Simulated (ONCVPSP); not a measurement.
Pseudopotential generation for Al: ONCV, LDA (Perdew-Wang 92), scalar-relativistic.

aluminium, optimised norm-conserving Vanderbilt (ONCV), made with ONCVPSP 4.0.1 (LDA (Perdew-Wang 92), scalar-relativistic). Core [He], reference 2s2 2p6 3s1.5 3p1.5. Waves: 2s+3s: rc 1.00 bohr, ncon 5, nbas 8, qcut 9.5 1/bohr, 2 projectors; 2p+3p: rc 1.15 bohr, ncon 5, nbas 9, qcut 12.2 1/bohr, 2 projectors; d scattering state at 0.06 Ha: rc 0.95 bohr, ncon 5, nbas 9, qcut 11.3 1/bohr, local. Local part: the d channel. Core correction: polynomial model core, fcfact 0.5.

Problem. Does the generator finish with these settings?

Solution. Yes, a potential is produced and its reference levels are reproduced.

Problem. Estimate the cutoffs (Ha) at which the residual kinetic energy of the hardest occupied pseudo-wave falls to 1 and 0.1 mHa per electron.

Solution. 64 Ha and 127 Ha.

Problem. What does a ghost test show?

Solution. No bound ghost flagged; no localised positive-energy state flagged.

Problem. Tests: 2s2 2p6 3s2 3p1; 2s2 2p6 3s2 3p0; 2s2 2p6 3s1 3p0; 2s2 2p6 3s0 3p0. Which has the largest error in its energy relative to the reference configuration, and how large is it?

Solution. 2s2 2p6 3s0 3p0, with -3.0 meV (all-electron minus pseudo) on +51.09 eV.
